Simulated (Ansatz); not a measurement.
`[F][Hf]([F])([F])[Cl]` + H₂Se → `[F][Hf]([F])([F])[SeH]` + HCl  (ligand exchange at the Hf–Cl bond)

Isolated molecules relaxed with PBE0-D4/def2-TZVP in Ansatz; ΔE leaves out vibrations. CCSD(T)/CBS adds triple-zeta CCSD(T) − MP2 to the extrapolated MP2 energy (def2 sets, frozen cores). This one scheme is used for every species. DFT in def2-TZVPP. HSE06 is defined as in plane-wave codes. def2 core potentials past Kr. For Hf, Se outer-core shells are correlated without core-valence functions, which leaves a few kJ/mol of doubt a bond. Scalar relativity is left out up to krypton. One conformer a species, not always the lowest.

```json
{"level": "LDA (SPW92)", "ΔE (kJ/mol)": "58.8", "difference from CCSD(T)/CBS": "-1.7"}
{"level": "PBE-D4", "ΔE (kJ/mol)": "60.3", "difference from CCSD(T)/CBS": "-0.2"}
{"level": "revPBE-D4", "ΔE (kJ/mol)": "61.8", "difference from CCSD(T)/CBS": "1.3"}
{"level": "BLYP-D4", "ΔE (kJ/mol)": "65.2", "difference from CCSD(T)/CBS": "4.7"}
{"level": "r2SCAN-D4", "ΔE (kJ/mol)": "65.1", "difference from CCSD(T)/CBS": "4.6"}
{"level": "B97M-V", "ΔE (kJ/mol)": "72.2", "difference from CCSD(T)/CBS": "11.7"}
{"level": "PBE0-D4", "ΔE (kJ/mol)": "61.4", "difference from CCSD(T)/CBS": "0.9"}
{"level": "r2SCANh-D4", "ΔE (kJ/mol)": "64.7", "difference from CCSD(T)/CBS": "4.2"}
{"level": "r2SCAN0-D4", "ΔE (kJ/mol)": "64.3", "difference from CCSD(T)/CBS": "3.8"}
{"level": "HSE06-D4", "ΔE (kJ/mol)": "61.2", "difference from CCSD(T)/CBS": "0.7"}
{"level": "BHLYP-D4", "ΔE (kJ/mol)": "66.7", "difference from CCSD(T)/CBS": "6.2"}
{"level": "CAM-B3LYP-D4", "ΔE (kJ/mol)": "68.3", "difference from CCSD(T)/CBS": "7.8"}
{"level": "ωB97X-V", "ΔE (kJ/mol)": "67.2", "difference from CCSD(T)/CBS": "6.7"}
{"level": "ωB97M-V", "ΔE (kJ/mol)": "65.4", "difference from CCSD(T)/CBS": "4.9"}
{"level": "B2PLYP", "ΔE (kJ/mol)": "64.8", "difference from CCSD(T)/CBS": "4.3"}
{"level": "PBE-QIDH", "ΔE (kJ/mol)": "61.5", "difference from CCSD(T)/CBS": "1.0"}
{"level": "PBE", "ΔE (kJ/mol)": "61.4", "difference from CCSD(T)/CBS": "0.9"}
{"level": "revPBE", "ΔE (kJ/mol)": "62.6", "difference from CCSD(T)/CBS": "2.1"}
{"level": "BLYP", "ΔE (kJ/mol)": "67.0", "difference from CCSD(T)/CBS": "6.5"}
{"level": "r2SCAN", "ΔE (kJ/mol)": "65.4", "difference from CCSD(T)/CBS": "4.9"}
{"level": "PBE0", "ΔE (kJ/mol)": "62.4", "difference from CCSD(T)/CBS": "1.9"}
{"level": "r2SCANh", "ΔE (kJ/mol)": "65.1", "difference from CCSD(T)/CBS": "4.6"}
{"level": "r2SCAN0", "ΔE (kJ/mol)": "64.7", "difference from CCSD(T)/CBS": "4.2"}
{"level": "HSE06", "ΔE (kJ/mol)": "62.2", "difference from CCSD(T)/CBS": "1.7"}
{"level": "CAM-B3LYP", "ΔE (kJ/mol)": "69.5", "difference from CCSD(T)/CBS": "9.0"}
{"level": "LC-ωPBE", "ΔE (kJ/mol)": "66.5", "difference from CCSD(T)/CBS": "6.0"}
{"level": "RPA@PBE/def2-TZVPP", "ΔE (kJ/mol)": "59.0", "difference from CCSD(T)/CBS": "-1.5"}
{"level": "HF/def2-SVP", "ΔE (kJ/mol)": "82.7", "difference from CCSD(T)/CBS": "22.2"}
{"level": "MP2/def2-SVP", "ΔE (kJ/mol)": "69.0", "difference from CCSD(T)/CBS": "8.5"}
{"level": "CCSD(T)/def2-SVP", "ΔE (kJ/mol)": "71.6", "difference from CCSD(T)/CBS": "11.1"}
{"level": "HF/def2-TZVPP", "ΔE (kJ/mol)": "73.6", "difference from CCSD(T)/CBS": "13.1"}
{"level": "MP2/def2-TZVPP", "ΔE (kJ/mol)": "58.7", "difference from CCSD(T)/CBS": "-1.8"}
{"level": "SCS-MP2/def2-TZVPP", "ΔE (kJ/mol)": "62.0", "difference from CCSD(T)/CBS": "1.5"}
{"level": "CCSD/def2-TZVPP", "ΔE (kJ/mol)": "61.9", "difference from CCSD(T)/CBS": "1.4"}
{"level": "CCSD(T)/def2-TZVPP", "ΔE (kJ/mol)": "60.1", "difference from CCSD(T)/CBS": "-0.4"}
{"level": "HF/def2-QZVPP", "ΔE (kJ/mol)": "74.1", "difference from CCSD(T)/CBS": "13.6"}
{"level": "MP2/def2-QZVPP", "ΔE (kJ/mol)": "59.1", "difference from CCSD(T)/CBS": "-1.4"}
{"level": "SCS-MP2/def2-QZVPP", "ΔE (kJ/mol)": "62.9", "difference from CCSD(T)/CBS": "2.4"}
{"level": "HF/CBS(def2)", "ΔE (kJ/mol)": "74.1", "difference from CCSD(T)/CBS": "13.6"}
{"level": "MP2/CBS(def2)", "ΔE (kJ/mol)": "59.1", "difference from CCSD(T)/CBS": "-1.4"}
{"level": "CCSD(T)/CBS", "ΔE (kJ/mol)": "60.5", "difference from CCSD(T)/CBS": "0"}
```

Largest T1 diagnostic among the species: 0.016.

At CCSD(T), def2-SVP lies +11.1 kJ/mol from the extrapolated value and def2-TZVPP −0.4 kJ/mol. In def2-TZVPP, CCSD(T) changes the Hartree–Fock value by −13.5 kJ/mol (the triples alone add −1.8 kJ/mol) and MP2 by −14.9 kJ/mol.
